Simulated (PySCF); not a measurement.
Be(H)(SH) (BeH2S), SMILES [BeH][SH]. Atoms are numbered in the order given.

```xyz
4

Be    -0.0011    -1.4138     0.0000
H      0.0422    -2.7435     0.0000
S     -0.0810     0.4881     0.0000
H      1.2582     0.5898     0.0000
```

Coordinates come from a ωB97X-D3(BJ)/def2-TZVPD optimisation.

All values below come from TDA-CAM-B3LYP/def2-TZVPD in PySCF.

Vertical excitations. The molecule is in vacuum. State labels are in the subgroup Cs.

Computed lowest excited states:
| state | symmetry | energy (eV) | λ (nm) | f | main pairs |
|---|---|---|---|---|---|
| S1 | A" | 5.42 | 229 | 0.000 | HOMO→LUMO 90 % |
| S2 | A" | 6.24 | 199 | 0.057 | HOMO→LUMO+1 84 % |
| S3 | A' | 6.50 | 191 | 0.050 | HOMO→LUMO+2 46 %, HOMO−1→LUMO 44 % |
| S4 | A' | 6.80 | 182 | 0.095 | HOMO−1→LUMO 47 %, HOMO→LUMO+2 40 % |
| S5 | A" | 7.21 | 172 | 0.030 | HOMO−1→LUMO+2 86 % |
| S6 | A" | 7.30 | 170 | 0.035 | HOMO→LUMO+4 30 %, HOMO→LUMO+7 21 %, HOMO→LUMO+8 15 %, HOMO→LUMO+5 9 % |
| S7 | A' | 7.68 | 162 | 0.071 | HOMO−1→LUMO+1 64 %, HOMO−2→LUMO 16 % |
| S8 | A" | 7.89 | 157 | 0.002 | HOMO→LUMO+5 46 %, HOMO→LUMO+4 36 %, HOMO→LUMO+3 11 % |
| S9 | A' | 8.12 | 153 | 0.198 | HOMO−2→LUMO 74 %, HOMO−1→LUMO+1 12 % |
| S10 | A" | 8.17 | 152 | 0.001 | HOMO→LUMO+3 33 %, HOMO→LUMO+7 26 %, HOMO→LUMO+4 19 %, HOMO−2→LUMO+2 7 % |
| T1 | A" | 5.16 | 240 | 0 | HOMO→LUMO 80 % |
| T2 | A' | 5.61 | 221 | 0 | HOMO→LUMO+2 84 % |
| T3 | A" | 5.90 | 210 | 0 | HOMO→LUMO+1 72 % |
| T4 | A' | 6.02 | 206 | 0 | HOMO−1→LUMO 79 % |
Triplets are in the Tamm–Dancoff approximation.
